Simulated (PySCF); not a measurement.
Harmonic spectrum computed at PBE0 in the def2-TZVP basis family (core potentials from Rb on, PySCF, no spin–orbit coupling):

| ω (cm⁻¹) | IR (km/mol) |
| --- | --- |
| 123 | 3.0 |
| 400 | 20.9 |
| 577 | 148 |

Which molecule gave it? In each, all ligands are bound to the one heavy central atom.
A. GaBr₂⁺ (singlet)
B. GeBr₂⁺ (doublet)
C. SiBr₂⁺ (doublet)
D. AlBr₂⁺ (singlet)

C. It has C2v symmetry with Si–Br 2.128 Å (×2).
